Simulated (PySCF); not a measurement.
## Peak assignment

Geometry:
| atom | x (Å) | y (Å) | z (Å) |
| --- | --- | --- | --- |
| C1 | 3.910 | 0.286 | -1.553 |
| C2 | 2.816 | 0.086 | -1.100 |
| C3 | 1.534 | -0.148 | -0.575 |
| C4 | 0.549 | 0.735 | -0.217 |
| C5 | -0.547 | -0.038 | 0.246 |
| Si6 | -2.184 | 0.586 | 0.882 |
| O7 | -3.085 | -0.766 | 0.965 |
| C8 | -0.130 | -1.335 | 0.130 |
| O9 | 1.113 | -1.419 | -0.360 |
| H10 | 4.865 | 0.470 | -1.947 |
| H11 | 0.598 | 1.804 | -0.280 |
| H12 | -2.779 | 1.552 | -0.046 |
| H13 | -2.043 | 1.194 | 2.210 |
| H14 | -3.990 | -0.747 | 1.259 |
| H15 | -0.632 | -2.252 | 0.364 |

All values are calculated (PySCF): GIAO PBE0/pcSseg-1 shieldings, geometry: GFN2-xTB. Rapidly exchanging positions averaged, one computed conformer, in vacuum, no relativistic terms.

Shifts are taken against calculated references (same method and geometry level): $^{13}$C, $^{1}$H vs TMS.

Question: Assign these signals to the numbered atoms. $^{13}$C{$^{1}$H} NMR (computed): δ 155.9 (CH), 143.2 (C), 129.3 (CH), 119.9 (C), 92.6 (CH), 78.6 (C).

Answer: 
```tsv
δ (ppm)	atoms	environment	reason
155.9	C8	aromatic CH next to the ring oxygen	–
143.2	C3	substituted aromatic carbon next to the ring oxygen	–
129.3	C4	aromatic CH	the aromatic region
119.9	C5	substituted aromatic carbon	–
92.6	C1	terminal alkyne carbon	sp carbons lie upfield of alkene carbons because the cylindrical π system leaves one tensor component strongly shielded
78.6	C2	alkyne carbon	sp carbons lie upfield of alkene carbons because the cylindrical π system leaves one tensor component strongly shielded
```

Question: Assign these signals to the numbered atoms. $^{1}$H NMR (400 MHz, computed): δ 7.68 (m, 1H), 6.96 (m, 1H), 5.68 (s, 2H), 3.14 (s, 1H), 0.96 (br s, 1H).

Answer: 
| δ (ppm) | atoms | environment | reason |
| --- | --- | --- | --- |
| 7.68 | H15 | hydrogen on an aromatic CH next to the ring oxygen | ring-current deshielding |
| 6.96 | H11 | hydrogen on an aromatic CH | aromatic region |
| 5.68 | H12/H13 | hydrogen on a silicon bonded to C, O | – |
| 3.14 | H10 | hydrogen on a terminal alkyne carbon | it lies on the axis of the triple bond, in its shielding cone |
| 0.96 | H14 | hydrogen on an oxygen bonded to Si | exchangeable; this is the value without hydrogen bonding to other molecules |

Exchangeable OH/NH protons stand at their gas-phase positions; hydrogen bonding in a real sample shifts them, mostly to higher δ. Shifts are as computed. Against solution values, carbons near 30 ppm lie about +3 ppm off and those near 130 ppm about +5 ppm. Of 1309 compounds with measured shifts, 239 miss one by over three times the rms of a fit or turn the order of signals round; such compounds aren't used in these exercises. Multiplicities follow the n + 1 count of equivalent neighbours, as no J values were calculated; m marks all less simple cases, F and P coupling included.
